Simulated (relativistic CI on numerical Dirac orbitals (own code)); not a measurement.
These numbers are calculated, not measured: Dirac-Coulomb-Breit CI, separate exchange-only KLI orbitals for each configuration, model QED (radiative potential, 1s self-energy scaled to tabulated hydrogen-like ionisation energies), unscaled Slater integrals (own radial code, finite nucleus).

The strongest absorption lines from the ground level of an ion, among the configurations computed and to levels below about 176 eV (vacuum wavelength in nm, gf): 9.0009 (0.83), 9.0248 (1), 9.0315 (0.62), 9.0502 (0.24), 9.1266 (0.22), 9.1404 (0.35), 9.2084 (0.51), 9.4264 (0.43).

Problem. Which ion is it?
A. Sr¹⁷⁺
B. Zr¹⁷⁺
C. Sr¹⁵⁺
D. Kr¹³⁺

Solution. C. Sr¹⁵⁺ has 23 electrons and the ground level 3s2.3p6.3d5 6S_5/2; the strongest line goes to 3s2.3p5.3d6 6P°_7/2. The pattern of lines fixes the number of electrons, and along that sequence the line energies rise steadily with the charge (about as its square where n changes within one kind of shell, about linearly where n is kept but much faster in heavy ions where fine structure, which grows about as Z⁴, sets the gap, and irregularly where shells cross), which fixes Z. Configurations outside the model, such as inner-shell arrays, can give stronger lines. At this charge energies of transitions that change n are usually good to better than 1 %, and those within a shell (Δn = 0) to a few per cent. Terms inside the open d or f shell come out 10 to 20 % too wide with unscaled integrals.

LS names give the leading component of a level, which can be under half, so a name can repeat, a term be missing and a line seem to break the LS rules.
